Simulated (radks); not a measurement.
These are the eigenvalues of the occupied orbitals of an atom or ion with whole-number occupations (hartree). Calculated with a radial shooting solver on a logarithmic mesh with Libxc functionals: non-relativistic Kohn-Sham, r2SCAN, spin-polarised, spherical densities, point nucleus; meta-GGA in the generalised Kohn-Sham scheme.

1s up: -453.6388
1s down: -453.6294
2s up: -58.25454
2s down: -58.25332
2p up: -52.27151
2p down: -52.26458
3s up: -8.16608
3s down: -8.15818
3p up: -6.08402
3p down: -6.07416
3d up: -2.42415
3d down: -2.40958
4s up: -1.03831
4s down: -0.89875
4p up: -0.62204

Which element is it, and in what charge state? The configuration may be excited. Open shells, if any, are filled with parallel spins first.

Answer. Z = 34, selenium, charge +1: Se+ in [Ar] 3d10 4s2 4p3. The list shows which subshells hold electrons but not how many an open one holds; the 1s level, -453.64 hartree, gives Z - s = 30.1 by -(Z - s)^2/2, which with screening narrows Z to a few neighbours, and the depths of the outer levels then fix element, charge and occupations together.
